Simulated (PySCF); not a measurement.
**Calculated NMR parameters of CO[C@]1(C(F)(F)Cl)CO1**

* Formula: C4H5ClF2O2
* SMILES: CO[C@]1(C(F)(F)Cl)CO1
* Point group of the computed structure: C1
* Degrees of unsaturation: 1
* Carbon signals: 4
* Proton signals: 3

Atom-mapped SMILES (the numbers label the heavy atoms): `[CH3:1][O:2][C@:3]1([C:4]([F:5])([F:6])[Cl:7])[CH2:8][O:9]1`. Each H is labelled by its parent atom. Ha(C8) is pro-R; Hb(C8) is pro-S.

[PySCF: NMR shieldings at PBE0/pcSseg-1/GIAO; coordinates at the GFN2-xTB level; relativity neglected; one computed conformer; rapidly exchanging positions averaged; no solvent model]

References, each an isolated molecule treated in the same way: 1H (σ = 31.72 ppm) and 13C (σ = 186.93 ppm) against TMS; 19F (σ = 170.95 ppm) vs CFCl3; 17O (σ = 336.08 ppm) vs H2O.

| carbon | δC, type | δH (multiplicity) | HMBC from (2–3 bonds) | span of the C tensor (ppm) |
| --- | --- | --- | --- | --- |
| C1 | 56.9, CH3 | 3.71 (s) | – | 84 |
| C3 | 82.2, C | – | H(C1), Ha(C8), Hb(C8) | 103 |
| C4 | 139.9, C | – | Ha(C8), Hb(C8) | 25 |
| C8 | 53.1, CH2 | Ha(C8) 2.94 (m); Hb(C8) 2.83 (m) | – | 72 |

Other nuclei:
```csv
atoms,nucleus,environment,δ (ppm),σ (ppm)
F6,19F,fluorine of a CF2 group,-69.5,240.5
F5,19F,fluorine of a CF2 group,-76.1,247.1
O9,17O,ether oxygen,63.2,272.8
O2,17O,ether oxygen,46.5,289.6
```

Carbon types of the structure: 2 × C, 1 × CH2, 1 × CH3, which accounts for all hydrogens. δC 139.9: fully substituted sp3 carbon bonded to Cl and 2 F; 3 electronegative neighbours deshield it. δC 82.2, 53.1: epoxide ring carbon. δC 56.9: methyl carbon bonded to O; deshielded by the electronegative neighbour. δH 3.71: hydrogen on a methyl carbon bonded to O; its carbon carries O, which withdraws density. δH 2.94, 2.83: hydrogen on an epoxide ring carbon; its carbon carries O, hence the downfield position.

Carbons that carry Cl, above all several Cl atoms, come out too deshielded, partly because spin–orbit coupling is missing. Splittings by 19F in the carbon and heteronuclear signals aren't shown, as no couplings were computed. Shifts are as computed. Against solution values, carbons near 30 ppm lie about +3 ppm off and those near 130 ppm about +5 ppm; carbons on Cl a further +6 ppm. Of 1309 compounds with measured shifts, 239 miss one by over three times the rms of a fit or turn the order of signals round; such compounds aren't used in these exercises. Unscaled 19F shifts against computed CFCl3 carry errors that often reach 10 to 50 ppm. Experimental scales use liquid or dissolved standards, which lie at an offset from isolated H2O (liquid H2O: subtract about 36 ppm). No couplings were computed; multiplicities are counted from neighbouring protons, with m where these are inequivalent, close in shift, in a saturated or five-membered ring or joined by F or P, and br s for small geminal =CH2 splittings.
